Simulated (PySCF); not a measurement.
Structure problem from calculated spectra and properties.

Formula: C10H24Si3.

- 13C NMR: chemical shifts (computed TMS as zero) by class: 143.3 (2 C), 140.0 (2 C), -1.4 (6 C) ppm [GIAO PBE0/pcSseg-1]
- Polarisability: 205.2 au [CAM-B3LYP/def2-SVPD]
- Rotational structure: rotational constants A, B, C: 0.573, 0.438, 0.357 GHz [PBE0-D3(BJ)/def2-SVP]
- UV, first state: lowest singlet excitation: 5.30 eV (234 nm, f = 0.043) [TDDFT CAM-B3LYP/def2-SVPD]
- Dipole: 0.27 D [CAM-B3LYP/def2-SVPD]
- Triplet: lowest triplet excitation (Tamm–Dancoff): 3.98 eV [TDA CAM-B3LYP/def2-SVPD]

The electronic properties come from PySCF, for the isolated species, density fitting. Levels stand in brackets. One conformer (not necessarily the lowest) at the PBE0-D3(BJ)/def2-SVP geometry, without solvent, vibrations or thermal averaging. NMR values are class means; diastereotopic atoms form classes of their own.

Task: Propose a structure and show how it fits.

Result: 10 carbons fall into 3 classes; from least to most shielded: carbon bonded to C and 2 H (143.3 ppm, 2 C, up to 3.2 ppm apart in this geometry), carbon bonded to C, Si and H (140.0 ppm, 2 C), carbon bonded to Si and 3 H (-1.4 ppm, 6 C, up to 2.9 ppm apart in this geometry). The optimised geometry has point group C1 and is an asymmetric top. Structure: Si(vinyl)2(SiMe3)2, `C=C[Si](C=C)([Si](C)(C)C)[Si](C)(C)C`. The assignments are read from this structure; whether some other isomer fits the data as well wasn't checked.
